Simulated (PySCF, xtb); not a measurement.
C3H6N2Si, SMILES N#CC/C=N/[SiH3]. One conformer was computed; it need not be the lowest.

Harmonic wavenumbers (cm⁻¹) from GFN2-xTB (xtb 6.7.1) at its own minimum, in rising order: 45, 103, 156, 164, 228, 378, 383, 503, 556, 604, 750, 758, 799, 801, 860, 944, 993, 1052, 1102, 1229, 1335, 1392, 1777, 2221, 2290, 2301, 2410, 2834, 2945, 2983.

Question: What does TPSSh-D3(BJ)/def2-SVP (PySCF) give at its own minimum? (The exact figures need the calculation; the answer reports its results.)

Answer: 50, 100, 162, 170, 235, 360, 379, 517, 684, 707, 756, 835, 950, 959, 962, 974, 1013, 1061, 1198, 1278, 1396, 1429, 1765, 2219, 2279, 2283, 2359, 2971, 3035, 3120. Paired by order, the mean absolute difference is 52 cm⁻¹ and the zero-point energies are 49.9 and 51.8 kcal/mol.
